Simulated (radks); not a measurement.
Q: Species: Rh6+. Configuration: [Kr] 4d3. All-electron calculation, Dirac Kohn-Sham, exchange-only PBE, spin-unpolarised, spherical densities, finite nucleus; open shells fill j = l - 1/2 first; Fermi nuclear charge, rms radius 4.4945 fm. Program: a radial shooting solver on a logarithmic mesh with Libxc functionals. Some entries of the table are withheld. Estimate them.

orbital  occ.  eigenvalue (hartree)  <r> (bohr)  <1/r> (bohr^-1)
1s1/2       2             -849.6309     0.03263              (1)
2s1/2       2             -126.1014      0.1416              (2)
2p1/2       2             -117.0139      0.1203            10.77
2p3/2       4             -111.6988      0.1252            10.17
3s1/2       2             -25.30570      0.3902            3.746
3p1/2       2             -21.75132      0.3827              (3)
3p3/2       4             -20.83492      0.3934              (4)
3d3/2       4             -14.54694      0.3676            3.335
3d5/2       6             -14.36584      0.3711            3.298
4s1/2       2                   (5)      0.9510            1.453
4p1/2       2              -5.11905       1.009              (6)
4p3/2       4              -4.95857       1.033              (7)
4d3/2       3              -3.19353       1.213              (8)
4d5/2       0              -3.17035       1.221              (9)

A: 
(1) 1s1/2 <1/r> (bohr^-1): 47.05
(2) 2s1/2 <1/r> (bohr^-1): 10.79
(3) 3p1/2 <1/r> (bohr^-1): 3.650
(4) 3p3/2 <1/r> (bohr^-1): 3.506
(5) 4s1/2 eigenvalue (hartree): -6.24106
(6) 4p1/2 <1/r> (bohr^-1): 1.349
(7) 4p3/2 <1/r> (bohr^-1): 1.309
(8) 4d3/2 <1/r> (bohr^-1): 1.084
(9) 4d5/2 <1/r> (bohr^-1): 1.075
